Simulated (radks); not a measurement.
Problem. Numerical settings for neutral silicon, [Ne] 3s2 3p2. All-electron calculation, non-relativistic Kohn-Sham, TPSS, spin-polarised, spherical densities, point nucleus; open shells are filled with parallel spins first; meta-GGA in the generalised Kohn-Sham scheme. Program: a radial shooting solver on a logarithmic mesh with Libxc functionals. The defaults (mesh step 0.008 in ln r, mesh end at 40 bohr or more with all orbitals vanishing there, Anderson mixing 0.5 over 9 steps, residual threshold near 1e-9 with the energy settled to 1e-9 hartree or 1e-11 of itself, here a cap of 81 iterations) give E = -289.395 hartree and 3p at -4.692 eV in 13 iterations. Run on one thread of a shared host, so times are rough (Arm Neoverse V2): 0.12 s of CPU time, 0.12 s wall, 13 iterations on 2597 mesh points. One setting is changed at a time: mesh step in ln r 0.02; mesh step in ln r 0.08; mesh step in ln r 0.12; mesh end (bohr) 400; mesh end (bohr) 20; residual threshold 1e-16; residual threshold 1e-05; mixing 0.05; linear mixing, mixing 1; linear mixing, mixing 0.5; mixing history 3; iteration cap 5. Which runs fail to converge, and which converge to a wrong energy?

Solution. Not converged within the cap: mesh step in ln r 0.12; residual threshold 1e-16; linear mixing, mixing 1; linear mixing, mixing 0.5; mixing history 3; iteration cap 5. No run marked as converged misses the energy by more than 1 mhartree.
